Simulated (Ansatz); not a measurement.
Compare A (`OC[Se]CF`) with its isomer B (`C[Se]C(O)F`).

Calculated with Ansatz (gas phase, PBE0-D4/def2-TZVP geometries, no zero-point term in ΔE). CCSD(T)/CBS adds triple-zeta CCSD(T) − MP2 to the extrapolated MP2 energy (def2 sets, frozen cores). Functionals use def2-TZVPP. B3LYP here is the variant with VWN-RPA as its local correlation; programs differ in this. For Se outer-core shells are correlated without core-valence functions, which leaves a few kJ/mol of doubt a bond. Scalar relativity is left out up to krypton. One conformer a species, not always the lowest.

A:

Z-matrix (Å, degrees):
```
C
Se 1 1.965
O 1 1.392 2 114.0
H 1 1.095 2 104.8 3 -124.6
H 1 1.089 2 107.8 3 119.1
C 2 1.934 1 95.6 3 -63.4
H 3 0.962 1 108.5 2 -59.5
F 6 1.374 2 112.5 1 -78.2
H 6 1.091 2 107.3 1 161.9
H 6 1.091 2 108.3 1 41.9
```

B:

```xyz
10

C    -0.740   -1.350    0.652
Se   -1.254    0.521    0.603
C     0.403    1.154   -0.214
O     0.582    0.552   -1.428
F     0.272    2.514   -0.361
H     0.136   -1.493    1.284
H    -0.553   -1.706   -0.358
H    -1.583   -1.889    1.083
H     1.249    0.992    0.463
H     1.488    0.704   -1.724
```

Task: Which isomer does CCSD(T)/CBS put lower? Give the gap. (Best estimate.)

Result: Computed: B, by 6.0 kcal/mol.

Task: Give E(B) − E(A) in kcal/mol with MP2/def2-TZVPP, B3LYP-D4, r2SCAN-D4, HF/def2-TZVPP, B3LYP, B2PLYP, CCSD(T)/def2-TZVPP. (Estimate.)

Result: Computed: MP2/def2-TZVPP -6.4, B3LYP-D4 -5.5, r2SCAN-D4 -6.1, HF/def2-TZVPP -6.8, B3LYP -5.4, B2PLYP -5.8, CCSD(T)/def2-TZVPP -6.3. None reverses the order clearly.

Largest T1 diagnostic: 0.011.

From PBE to PBE0 (25 % exact exchange), in def2-TZVPP and without D4, E(B) − E(A) moves by −0.7 kcal/mol.
